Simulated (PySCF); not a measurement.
**Dipole moment and polarisability of `[H]/N=C(\C)C#C[SiH3]`**

Compound: C4H7NSi.
Geometry (GFN2-xTB, Å), atoms numbered from 1 in this order:
```
atom  x, y, z in Å
C1    -2.0919    0.7784   -0.5437
C2    -1.3242   -0.5181   -0.4887
N3    -1.7860   -1.6843   -0.6367
C4     0.0686   -0.3613   -0.2386
C5     1.2457   -0.1886   -0.0249
Si6    3.0462    0.0471    0.3167
H7    -1.6712    1.4240   -1.3132
H8    -3.1432    0.5952   -0.7605
H9    -2.0064    1.2967    0.4108
H10   -2.7882   -1.7261   -0.8120
H11    3.4277    1.3680   -0.1924
H12    3.2298   -0.0162    1.7682
H13    3.7886   -1.0143   -0.3640
```

Level: PBE0/def2-SVPD (PySCF), static field, nuclei fixed, core orbitals frozen in the response. The polarisability tensor in these axes (au):

```
x   120.70   9.89  11.46
y     9.89  75.86   2.80
z    11.46   2.80  61.52
```

Q: Diagonalise the tensor; give its mean and Δα, where Δα² is half the sum of the squared differences of the eigenvalues.

A: Principal values 59.32, 73.79 and 124.98 au; mean 86.03 au = 12.75 Å³ = 14.18 × 10⁻⁴⁰ C²·m²/J; Δα = 59.75 au (69 % of the mean).

Q: What is the dipole moment, and where does it point?

A: (-0.81, 2.17, 0.00) D, 2.32 D in size, pointing from the negative to the positive side. Measured along this direction, the outermost atoms are H13 at the negative end and H7 and H9 at the positive end.

Q: Estimate the molar refractivity from the static electronic polarisability.

A: Lorentz–Lorenz: R = (4π/3)N_A α = 2.5225 cm³/(mol·Å³) × 12.75 Å³ = 32.2 cm³/mol, in the limit of long wavelengths.

Q: Directions of the eigenvectors, and the extent of the frame along each?

A: Largest value along (0.96, 0.20, 0.18), where the nuclei span 6.72 Å; middle along (-0.21, 0.98, 0.02), 3.52 Å; least along (-0.17, -0.06, 0.98), 2.27 Å. The response follows the extents in order.

Q: Traceless (Buckingham) quadrupole moment about the centre of nuclear charge: eigenvalues?

A: -9.79, -3.98, 13.76 D·Å. The values depend on the origin, since the dipole doesn't vanish. The electronic extent ⟨r²⟩ about the same centre is 1163 bohr², a root-mean-square distance of 2.50 Å for the 52 electrons.

Q: Sum over states: ᾱ = Σ f/ω², ω in Eh. What share falls to these 8 lowest TDDFT singlets (eV, f)? 4.57, 0.0008; 4.98, 0.0002; 5.57, 0.1935; 6.21, 0.0006; 6.72, 0.0027; 7.22, 0.0895; 7.24, 0.0036; 7.44, 0.0336.

A: They add up to 6.47 au, 7.5 % of the 86.03 au; the largest single term is 4.61 au, from the state at 5.57 eV. Terms in order: 0.03, 0.01, 4.61, 0.01, 0.04, 1.27, 0.05, 0.45 au. Higher excitations give the rest. The strengths listed sum to 0.324.

Q: How large is μ²/3kT at 350 K beside α?

A: In Gaussian units μ²/3kT = 37.07 Å³ against 12.75 Å³, a ratio of 2.91; the Debye molar polarisation (4π/3)N_A(α + μ²/3kT) is 125.7 cm³/mol, leaving out the vibrational part.

Isolated species at its GFN2-xTB geometry, gas phase.
